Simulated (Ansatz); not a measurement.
GeH2S (SMILES [SH][GeH]) moved off its minimum; all values from Ansatz (a program for electronic structure), cores frozen in correlated methods.
(charge 0, multiplicity 1)
```xyz
4

Ge     0.16429    -0.50858     0.55785
H      0.66355    -1.48217    -0.65789
S     -0.37853     1.04708    -1.01054
H     -0.80722     1.90402    -0.13669
```

### Question
Give the forces (eV/Å), the total energy and the dipole at CCSD(T)/def2-TZVPPD.

### Answer

```csv
atom,Fx,Fy,Fz
Ge1,0.044,0.035,-0.826
H2,-0.116,0.208,0.409
S3,0.525,-1.175,-0.389
H4,-0.453,0.932,0.806
```
Energy -2474.4056 hartree, dipole 1.14 D.
